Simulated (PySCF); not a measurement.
Correlation energy of Ru (ruthenium, neutral)

[Kr] 4d7 5s1, high-spin 5F determinant. Computed with PySCF 2.14 in aug-cc-pVTZ-PP with ECP28MDF (6s6p5d3f2g, 88 functions), with a scalar-relativistic core potential. Frozen: 4s2 4p6; 8 electrons correlated.

```tsv
level	correlation energy (mhartree)
CCSD	-193.68
(T)	-8.67
CCSD(T)	-202.35
```

Diagnostics: T1 = 0.017, D1 = 0.0578, largest double amplitude 0.022.

Cost of the coupled-cluster step: roughly 50 core-seconds, for 8 correlated electrons.

Iterations:

```
CC2 = 0
CCSD nocc = (np.int64(6), np.int64(2)), nmo = (84, 84)
frozen orbitals [[0, 1, 2, 3], [0, 1, 2, 3]]
max_cycle = 100
direct = 0
conv_tol = 1e-08
conv_tol_normt = 1e-06
diis_space = 8
diis_start_cycle = 0
Init t2, MP2 energy = -0.192679363222501
Init E_corr(UCCSD) = -0.192679363229255
cycle = 1  E_corr(UCCSD) = -0.190778958761069  dE = 0.00190040447  norm(t1,t2) = 0.0474207
cycle = 2  E_corr(UCCSD) = -0.192749866639145  dE = -0.00197090788  norm(t1,t2) = 0.0178502
cycle = 3  E_corr(UCCSD) = -0.193382120972395  dE = -0.000632254333  norm(t1,t2) = 0.00932507
cycle = 4  E_corr(UCCSD) = -0.193672267637763  dE = -0.000290146665  norm(t1,t2) = 0.00287236
cycle = 5  E_corr(UCCSD) = -0.193666423978828  dE = 5.84365894e-06  norm(t1,t2) = 0.000964436
cycle = 6  E_corr(UCCSD) = -0.193667729639208  dE = -1.30566038e-06  norm(t1,t2) = 0.000377626
cycle = 7  E_corr(UCCSD) = -0.193674740966746  dE = -7.01132754e-06  norm(t1,t2) = 0.000160718
cycle = 8  E_corr(UCCSD) = -0.193676194465289  dE = -1.45349854e-06  norm(t1,t2) = 5.54822e-05
cycle = 9  E_corr(UCCSD) = -0.193675858134193  dE = 3.36331096e-07  norm(t1,t2) = 2.34481e-05
cycle = 10  E_corr(UCCSD) = -0.193675589364533  dE = 2.6876966e-07  norm(t1,t2) = 7.91664e-06
cycle = 11  E_corr(UCCSD) = -0.193675630842355  dE = -4.14778221e-08  norm(t1,t2) = 2.37733e-06
cycle = 12  E_corr(UCCSD) = -0.193675634944023  dE = -4.10166781e-09  norm(t1,t2) = 1.0914e-06
cycle = 13  E_corr(UCCSD) = -0.19367562281721  dE = 1.21268123e-08  norm(t1,t2) = 4.8257e-07
cycle = 14  E_corr(UCCSD) = -0.193675624402669  dE = -1.58545846e-09  norm(t1,t2) = 1.54105e-07
UCCSD converged
E(UCCSD) = -94.00944807976452  E_corr = -0.1936756244026688
UCCSD(T) correction = -0.00866783651451833
```
